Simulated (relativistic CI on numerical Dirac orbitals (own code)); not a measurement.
Electric-dipole lines of I

Method of calculation: Dirac-Coulomb-Breit CI, separate exchange-only KLI orbitals for each configuration, model QED (radiative potential, 1s self-energy scaled to tabulated hydrogen-like ionisation energies), valence Slater integrals scaled by 0.85, P86 correlation energy added to each configuration (own radial code, finite nucleus).

Configuration list (outside the closed core [Kr] 4d10): 5s2.5p5, 5s2.5p4.6s, 5s2.5p4.6p, 5s2.5p4.5d, 5s2.5p4.7p, 5s.5p6, 5s2.5p4.7s, 5s2.5p4.6d, 5s2.5p4.4f, 5s2.5p4.8s, 5s2.5p4.8p, 5s2.5p4.7d, 5s2.5p4.5f, 5s2.5p4.5g, 5s2.5p4.8d, 5s2.5p3.5d2, 5s2.5p2.5d2.6s, 5s2.5p2.5d2.6p, 5s2.5p2.5d3, 5s2.5p2.5d2.7p, 5s2.5p2.5d2.7s. Double excitations out of closed p, d and f shells are left out; levels of such configurations are missing from the list, as are those of other unlisted configurations, and high levels can miss mixing partners. These lack a partner that the ground configuration has and come out too high: 5s2.5p4.6d, 5s2.5p4.4f, 5s2.5p4.8s, 5s2.5p4.8p, 5s2.5p4.7d.

```
λ vac (Å)                  Lower                    Upper   A (s⁻¹)        gf  Branching (%)
   1187.4    5s2.5p5 2P°_3/2 [1]  5s2.5p4.6d 4D_3/2 [135]  5.34e+07  4.51e-02           77.4
   1187.8    5s2.5p5 2P°_3/2 [1]  5s2.5p4.6d 4F_5/2 [134]  5.28e+07  6.70e-02           76.9
   1196.3    5s2.5p5 2P°_3/2 [1]  5s2.5p4.6d 4D_1/2 [133]  3.16e+07  1.36e-02           23.3
   1206.4    5s2.5p5 2P°_3/2 [1]  5s2.5p4.8d 2P_1/2 [127]  1.84e+07  8.04e-03           37.2
   1210.3    5s2.5p5 2P°_3/2 [1]  5s2.5p4.5d 2P_3/2 [102]  2.06e+08  1.81e-01           81.9
   1219.4    5s2.5p5 2P°_3/2 [1]   5s2.5p4.7d 2D_5/2 [99]  1.42e+08  1.90e-01           96.4
   1234.9    5s2.5p5 2P°_3/2 [1]   5s2.5p4.7d 2P_1/2 [87]  6.56e+06  3.00e-03           32.1
   1259.0    5s2.5p5 2P°_3/2 [1]   5s2.5p4.8s 4P_5/2 [64]  8.92e+07  1.27e-01           68.8
   1262.8    5s2.5p5 2P°_3/2 [1]   5s2.5p4.6d 2D_5/2 [62]  1.99e+08  2.86e-01           89.7
   1265.4    5s2.5p5 2P°_3/2 [1]   5s2.5p4.6d 2D_3/2 [60]  7.76e+07  7.45e-02           80.9
   1274.3    5s2.5p5 2P°_3/2 [1]   5s2.5p4.7s 4P_3/2 [56]  6.55e+07  6.38e-02           75.0
   1286.6    5s2.5p5 2P°_3/2 [1]   5s2.5p4.6d 4P_3/2 [53]  1.03e+07  1.03e-02           11.1
   1294.6    5s2.5p5 2P°_3/2 [1]   5s2.5p4.5d 2P_3/2 [49]  2.56e+06  2.57e-03            1.2
   1317.4    5s2.5p5 2P°_1/2 [2]  5s2.5p4.6d 4D_1/2 [133]  9.32e+07  4.85e-02           68.6
   1324.4    5s2.5p5 2P°_3/2 [1]   5s2.5p4.5d 2S_1/2 [44]  4.92e+07  2.59e-02           49.4
   1329.6    5s2.5p5 2P°_1/2 [2]  5s2.5p4.8d 2P_1/2 [127]  2.72e+07  1.44e-02           54.9
   1352.0    5s2.5p5 2P°_1/2 [2]   5s2.5p4.7d 2D_3/2 [95]  1.47e+07  1.61e-02           33.1
   1364.9    5s2.5p5 2P°_1/2 [2]   5s2.5p4.7d 4D_3/2 [85]  5.91e+06  6.60e-03           39.4
   1389.5    5s2.5p5 2P°_3/2 [1]   5s2.5p4.7s 2P_3/2 [30]  2.87e+08  3.33e-01           91.9
   1400.4    5s2.5p5 2P°_3/2 [1]   5s2.5p4.7s 4P_5/2 [28]  1.33e+08  2.34e-01           88.3
   1401.6    5s2.5p5 2P°_1/2 [2]   5s2.5p4.7s 2P_1/2 [61]  9.38e+07  5.53e-02           53.0
   1407.5    5s2.5p5 2P°_1/2 [2]   5s2.5p4.6d 4P_1/2 [57]  2.62e+06  1.56e-03           10.3
   1412.7    5s2.5p5 2P°_1/2 [2]   5s2.5p4.7s 4P_3/2 [56]  4.08e+06  4.88e-03            4.7
   1415.0    5s2.5p5 2P°_3/2 [1]   5s2.5p4.5d 2D_5/2 [23]  3.83e+08  6.90e-01           98.1
   1426.4    5s2.5p5 2P°_1/2 [2]   5s2.5p4.7s 4P_1/2 [54]  3.39e+07  2.07e-02           49.6
   1427.8    5s2.5p5 2P°_1/2 [2]   5s2.5p4.6d 4P_3/2 [53]  6.94e+07  8.49e-02           74.6
   1432.4    5s2.5p5 2P°_3/2 [1]   5s2.5p4.6s 2D_3/2 [19]  6.77e+07  8.33e-02           60.0
   1437.6    5s2.5p5 2P°_1/2 [2]   5s2.5p4.5d 2P_3/2 [49]  2.08e+08  2.57e-01           95.5
   1467.6    5s2.5p5 2P°_1/2 [2]   5s2.5p4.5d 4F_3/2 [45]  2.93e+07  3.78e-02           79.4
   1472.5    5s2.5p5 2P°_3/2 [1]   5s2.5p4.5d 4D_3/2 [16]  1.28e+07  1.66e-02           49.0
   1480.7    5s2.5p5 2P°_3/2 [1]   5s2.5p4.5d 4D_5/2 [15]  2.21e+07  4.35e-02           94.5
   1488.3    5s2.5p5 2P°_1/2 [2]   5s2.5p4.5d 4F_3/2 [40]  7.89e+06  1.05e-02           45.7
   1562.1    5s2.5p5 2P°_3/2 [1]    5s2.5p4.6s 2P_1/2 [7]  3.28e+08  2.40e-01           51.6
   1575.7    5s2.5p5 2P°_1/2 [2]   5s2.5p4.6s 2D_3/2 [25]  1.99e+08  2.96e-01           70.4
   1600.8    5s2.5p5 2P°_3/2 [1]    5s2.5p4.6s 4P_3/2 [6]  1.81e+08  2.78e-01           91.6
   1608.4    5s2.5p5 2P°_1/2 [2]   5s2.5p4.5d 4P_1/2 [21]  9.49e+05  7.36e-04            1.3
   1609.6    5s2.5p5 2P°_1/2 [2]   5s2.5p4.6s 2D_3/2 [19]  4.27e+07  6.64e-02           37.9
   1628.0    5s2.5p5 2P°_3/2 [1]    5s2.5p4.6s 4P_1/2 [5]  6.76e+07  5.37e-02           98.1
   1758.8    5s2.5p5 2P°_3/2 [1]    5s2.5p4.6s 2P_3/2 [4]  3.85e+08  7.13e-01           96.6
   1775.2    5s2.5p5 2P°_1/2 [2]    5s2.5p4.6s 2P_1/2 [7]  3.07e+08  2.91e-01           48.4
   1812.0    5s2.5p5 2P°_3/2 [1]    5s2.5p4.6s 4P_5/2 [3]  1.58e+07  4.65e-02          100.0
   1825.4    5s2.5p5 2P°_1/2 [2]    5s2.5p4.6s 4P_3/2 [6]  1.66e+07  3.32e-02            8.4
   1860.9    5s2.5p5 2P°_1/2 [2]    5s2.5p4.6s 4P_1/2 [5]  1.32e+06  1.37e-03            1.9
   2033.6    5s2.5p5 2P°_1/2 [2]    5s2.5p4.6s 2P_3/2 [4]  1.33e+07  3.31e-02            3.4
   4147.9  5s2.5p4.6s 4P_5/2 [3]  5s2.5p4.6p 2F°_7/2 [63]  3.27e+04  6.74e-04            n/a
```

Terms are leading LS components. Brackets give the number of a level in order of energy, since labels repeat. The list gives strong lines, with weight on those to low levels, without lines whose two gauges differ by over a factor of 2.5, among the lowest 135 of 2324 levels, so that lines to higher ones, which can be the strongest, are missing, and without lines across small gaps between configurations, and without 120 lines that miss the measured interval by over 3.5 %, start from a term whose rates miss tabulated ones by over 60 %, have gauges far apart or, lacking measured levels, span too small a gap for the errors found; lines with a level outside our table were not tested and can miss by more. Levels whose partners in the same complex of configurations lie outside the list can be far off, and so can their lines. Rates are taken at the computed energies, electric ones in the length gauge.

For a near-neutral ion this model can misplace configurations by up to about 10,000 cm⁻¹ (more where the count of f electrons changes) and terms by 10 to 25 % of their spread. Rates follow the energies as ν³ (E1, M1) or ν⁵ (E2), so they and the lifetimes can be off by large factors. The fine structure of a lone outer electron comes out too small, for d and f at times inverted, and misplaced configurations move strength between like terms. 19 of the 33 excited levels that our extract of the measured tables holds in this range could be paired (the sources list more); they are missed by 563 cm⁻¹ on average and 1461 at most, and levels without a partner can miss by more.

LS names give the leading component of a level, which can be under half, so a name can repeat, a term be missing and a line seem to break the LS rules.
